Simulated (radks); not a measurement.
Values are calculated unless marked as measured or tabulated.
Task: Radial electron density D(r) = 4 pi r^2 rho(r) of an atom or ion with 44 electrons. Level of theory: Dirac Kohn-Sham, BLYP, spin-unpolarised, spherical densities, finite nucleus; Fermi nuclear charge, rms radius of each element as measured or else 0.836 A^(1/3) + 0.57 fm (a radial shooting solver on a logarithmic mesh with Libxc functionals).

r (bohr)  D(r) (e/bohr)
0.001021          1.517
0.00116           1.901
0.001319          2.378
0.001511          3.008
0.001717          3.744
0.001952          4.647
0.002218          5.750
0.002521          7.089
0.002888          8.816
0.003283          10.77
0.003731          13.09
0.00424           15.82
0.004819          18.98
0.005521          22.85
0.006275          26.95
0.007132          31.49
0.008106          36.37
0.009287          41.80
0.01056           46.95
0.012             51.89
0.01363           56.34
0.0155            59.98
0.01775           62.62
0.02018           63.73
0.02293           63.43
0.02607           61.88
0.02963           59.50
0.03394           56.83
0.03858           55.12
0.04384           55.08
0.04983           57.30
0.05664           61.83
0.06489           68.37
0.07375           74.63
0.08382           79.07
0.09526           80.05
0.1083            76.87
0.124             69.84
0.141             62.21
0.1602            56.56
0.1821            55.05
0.207             57.80
0.2371            62.73
0.2695            65.30
0.3063            62.61
0.3482            54.01
0.3957            41.81
0.4533            29.33
0.5152            21.63
0.5856            18.88
0.6656            19.57
0.7625            20.99
0.8667            20.67
0.985             18.12
1.119             14.06
1.272             9.703
1.458             5.769
1.657             3.141
1.883             1.515
2.14             0.6401
2.432            0.2327
2.787           0.06535
3.167           0.01576
3.6            0.002925

What is the nuclear charge?

Result: Z = 49. The innermost maximum, from 1s, lies near gamma/Z bohr with gamma = sqrt(1 - (Z/c)^2) = 0.934, here 0.0191 bohr (found: 0.0208), and its height grows with Z. The density is that of the indium ion In5+ in [Ar] 3d10 4s2 4p(1/2: 2, 3/2: 3) 4d(3/2: 4, 5/2: 5); the configuration itself is not fixed sharply by these data, and Z only to a few units. D(r) has 4 maxima, at r = 0.0208, 0.0923, 0.272, 0.800 bohr, and minima at 0.0415, 0.178, 0.600 bohr, inside which lie 2.05, 11.19, 29.07 electrons.
